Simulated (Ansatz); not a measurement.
Geometry optimisation, RHF/def2-SVP in Ansatz.

Input:

```yaml
crystal:
  periodic: [false, false, false]
  atoms:
    - { symbol: O, position_ang: [0.4626, 1.0799, 0.514] }
    - { symbol: In, position_ang: [0.0577, -0.5352, 0.0231] }
    - { symbol: F, position_ang: [1.2566, -0.9758, 0.78] }
    - { symbol: Br, position_ang: [-1.6241, -1.2738, -1.1742] }
    - { symbol: H, position_ang: [-0.1028, 1.6312, -0.1844] }
basis:
  gaussian: { orbitals: def2-SVP }
hamiltonian:
  xc: hf
relax:
  f_tol: 0.02
  max_steps: 40
scf:
  lower_state_search: "off"
```

Run as:

```bash
$ ansatz run input.yaml --threads 1 --pin off --max-ram 2048MiB --backend cpu --events-out ev --progress --plain --runs-dir out
```

Q: Where does it end, and by what steps?

A: The run converged. After 7 steps the energy has fallen by 9.140 eV; F3 moved furthest, 0.70 Å. The start is strongly strained (largest force component 32 eV/Å).

| step | energy less start (eV) | largest force component (eV/Å) | accepted |
| --- | --- | --- | --- |
| 0 | 0.0000 | 32.009 | yes |
| 1 | -6.8699 | 7.012 | yes |
| 2 | -8.5699 | 2.376 | yes |
| 3 | -9.0126 | 0.655 | yes |
| 4 | -9.1262 | 0.416 | yes |
| 5 | -9.1374 | 0.244 | yes |
| 6 | -9.1399 | 0.104 | yes |
| 7 | -9.1402 | 0.006 | yes |

```xyz
5
Properties=species:S:1:pos:R:3
O 0.387 1.461 0.304
In 0.146 -0.466 0.069
F 1.425 -1.637 0.913
Br -1.678 -1.488 -1.234
H -0.231 2.056 -0.093
```

Run time: 24 s on 1 thread of Arm Neoverse V2 (shared host), peak memory 0.19 GiB.
